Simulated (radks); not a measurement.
The numbers below are computed, except where a source is named.
Tm+, configuration [Xe] 4f13 6s1.

Level of theory: Dirac Kohn-Sham, PBEsol, spin-unpolarised, spherical densities, finite nucleus; open shells are shared between the two j in proportion to 2j + 1; Fermi nuclear charge, rms radius 5.2256 fm (a radial shooting solver on a logarithmic mesh with Libxc functionals).

Energy parts (Ry):
| part | energy |
|---|---|
| total | -27152.3271 |
| kinetic | 30055.6100 |
| electron-nucleus | -67273.8762 |
| Hartree | 10630.7251 |
| exchange-correlation | -564.7859 |

Orbitals (lengths in bohr, moments of r in powers of bohr; r(max) is where P^2 peaks):
orbital     occ.  eigenvalue (Ry)   r(max)       <r^4>      <r>
1s1/2          2        -4350.128  0.01262   8.091e-07  0.02002
2s1/2          2        -733.9668  0.07210   0.0001245  0.08433
2p1/2          2        -699.7740  0.05403  0.00007594  0.07009
2p3/2          4        -627.7763  0.06036   0.0001047  0.07748
3s1/2          2        -165.3102   0.2036    0.004701   0.2206
3p1/2          2        -150.2334   0.1912    0.004204   0.2103
3p3/2          4        -135.0328   0.2044    0.005340   0.2242
3d3/2          4        -109.2507   0.1611    0.003729   0.1973
3d5/2          6        -105.9273   0.1647    0.004014   0.2016
4s1/2          2        -32.93335   0.4648      0.1145   0.4979
4p1/2          2        -26.86841   0.4665      0.1280   0.5063
4p3/2          4        -23.43207   0.4946      0.1635   0.5383
4d3/2          4        -13.44246   0.4962      0.2261   0.5653
4d5/2          6        -12.81737   0.5053      0.2450   0.5767
4f5/2    5.57143         -0.76949   0.4929       2.758   0.7941
4f7/2    7.42857         -0.68145   0.4985       3.352   0.8162
5s1/2          2         -4.41298    1.092       4.398    1.231
5p1/2          2         -2.77604    1.193       7.736    1.391
5p3/2          4         -2.35405    1.283       10.74    1.506
6s1/2          1         -0.67269    3.109       316.2    3.576

The highest occupied level is 6s1/2 at -9.152 eV. The electron density at the nucleus is 9.484e+05 e/bohr^3. Summed over all electrons, <r^2> = 51.62 bohr^2, which gives a Langevin (diamagnetic) susceptibility term of -40.9 x 10^-6 cm^3/mol. The density falls to 0.001 e/bohr^3 at r = 4.35 bohr.
